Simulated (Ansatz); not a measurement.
One geometry of Li₁₀⁺, several levels of theory.

```yaml
crystal:
  periodic: [false, false, false]
  atoms:
    - {symbol: Li, position_ang: [-1.089349, 1.673942, -1.872309]}
    - {symbol: Li, position_ang: [1.075173, 2.532911, 0.152602]}
    - {symbol: Li, position_ang: [-1.809403, 1.687969, 1.143386]}
    - {symbol: Li, position_ang: [0.885860, -2.561299, 0.383545]}
    - {symbol: Li, position_ang: [-0.723160, -0.964940, 2.479350]}
    - {symbol: Li, position_ang: [-0.317377, -1.423613, -2.397079]}
    - {symbol: Li, position_ang: [2.179314, -0.033081, 1.634856]}
    - {symbol: Li, position_ang: [-0.005437, -0.021453, -0.034843]}
    - {symbol: Li, position_ang: [2.312939, 0.206171, -1.455392]}
    - {symbol: Li, position_ang: [-2.508562, -1.096608, -0.034137]}
basis:
  gaussian: {orbitals: def2-TZVP, initial_orbitals: start.molden}
total_charge: 1
magnetization: {spin_polarized: true, initial_magnetization: 1}
hamiltonian: {xc: lda}
scf: {omitted_lower_state_checks: [starts]}
output: {orbitals: {seedname: orbitals}}
```

The file start.molden holds the orbitals of an earlier run on this structure, at another level or in another basis.

```sh
$ ansatz run in.yaml --threads 4 --pin off --events-out ev --progress --plain --max-ram 3916MiB
```

Shortened log:

```
Functional definition: SPW92
1290 factors; their error is unknown
mean field evaluation 1: about -2004.8426 eV, gradient 1.4e1 eV
mean field evaluation 2: about -2005.2315 eV, gradient 3.6e-1 eV
mean field evaluation 4: about -2005.2383 eV, gradient 4.7e-2 eV
mean field evaluation 8: about -2005.2384 eV, gradient 2.1e-5 eV
mean field evaluation 16: about -2005.2384 eV, gradient 3.3e-6 eV
mean field -2005.23837861 eV, -73.6911512147 hartree, gradient 3.3e-6 eV, S^2 0.767281; 0 other end points of the search recorded, 0 dependent functions left out
reference -2005.23843922 eV, -73.6911534419 hartree; 15, 14 occupied and 125, 126 virtual orbitals, 1290 factors
Total energy: -2005.23843922 eV, -73.6911534419 hartree
Checks for a lower state left out: starts
```

Run time 0.95 s (4 threads of Intel Xeon Platinum 8488C on a shared host).

First input, but with `gaussian: {orbitals: 6-31G}`, `hamiltonian: {xc: hf}` (abridged; 1.4 s):

```
Functional definition: HF
mean field evaluation 16: about -2022.6329 eV, gradient 4.7e-1 eV
mean field evaluation 32: about -2022.6824 eV, gradient 3.1e-2 eV
mean field -2022.68273725 eV, -74.3322195702 hartree, gradient 6.0e-6 eV, S^2 1.530934
Total energy: -2022.68273725 eV, -74.3322195702 hartree
Checks for a lower state left out: starts
```

First input, but with `hamiltonian: {xc: {name: B97M-V}}` (abridged; 16 s):

```
Functional definition: B97M-V
mean field evaluation 16: about -2049.1288 eV, gradient 6.8e-6 eV
mean field -2049.12877159 eV, -75.3040934066 hartree, gradient 6.8e-6 eV, S^2 0.759821
Total energy: -2049.12886410 eV, -75.3040968062 hartree
Checks for a lower state left out: starts
```

The first input with `hamiltonian: {xc: {name: B2PLYP}}` and without the key `output` (abridged; 3.4 s):

```
Functional definition: B2PLYP
mean field -2035.95707649 eV, -74.8200425399 hartree, gradient 4.7e-6 eV, S^2 0.906729
second order -13.44813553 eV of doubles, -0.00000000 eV of singles
Total energy: -2039.58825649 eV, -74.9534859434 hartree
Checks for a lower state left out: starts
```

First input, but with `hamiltonian: {xc: r2scan}`, `output: {forces: true, orbitals: {seedname: orbitals}}` (abridged; 7 s):

```
Functional definition: r2SCAN
mean field evaluation 16: about -2040.8768 eV, gradient 2.2e-6 eV
mean field -2040.87679133 eV, -75.0008387253 hartree, gradient 2.2e-6 eV, S^2 0.899605
Total energy: -2040.87685190 eV, -75.0008409513 hartree
Atom 0 force    -0.008385     0.002792    -0.031076 eV/Å
Atom 1 force     0.010569     0.030444     0.018065 eV/Å
Atom 2 force    -0.013793     0.023974     0.025800 eV/Å
Atom 3 force     0.003205    -0.028564    -0.013144 eV/Å
Atom 4 force    -0.003708     0.001925     0.037089 eV/Å
Atom 5 force    -0.003597    -0.008776    -0.011928 eV/Å
Atom 6 force     0.022168     0.008249     0.029688 eV/Å
Atom 7 force     0.001851    -0.005026    -0.012807 eV/Å
Atom 8 force     0.011449    -0.006216    -0.024654 eV/Å
Atom 9 force    -0.019759    -0.018802    -0.017033 eV/Å
Dipole moment:    -0.033505    -0.153610    -0.257667 e Å
Checks for a lower state left out: starts
```

The first input with `gaussian: {orbitals: def2-SVP, initial_orbitals: start.molden}`, `hamiltonian: {xc: pbe0}` (abridged; 3 s):

```
Functional definition: PBE0
mean field evaluation 16: about -2035.6848 eV, gradient 1.2e-5 eV
mean field -2035.68475150 eV, -74.8100347809 hartree, gradient 1.2e-5 eV, S^2 0.872232
Total energy: -2035.68480949 eV, -74.8100369122 hartree
Checks for a lower state left out: starts
```

As the first input, with `hamiltonian: {xc: pbe0}` (abridged; 3 s):

```
Functional definition: PBE0
mean field -2037.38991403 eV, -74.8726983481 hartree, gradient 9.0e-6 eV, S^2 0.848441
Total energy: -2037.38996360 eV, -74.8727001697 hartree
Checks for a lower state left out: starts
```

Geometry: PBE0/def2-TZVP.

Correlated methods freeze no core orbitals; core or outer-core shells of Li are correlated, in sets that lack core-valence functions. At HF/6-31G, B2PLYP/def2-TZVP, r2SCAN/def2-TZVP, PBE0/def2-SVP and others the charge 1 doublet is spin-contaminated (final ⟨S²⟩ up to 1.53, 0.75 for a pure state). At B97M-V/def2-TZVP the gap within one spin of the charge 1 doublet nearly closes, so an electron or hole may be smeared out by delocalisation error. The structure comes from a short search, and lower isomers may exist.
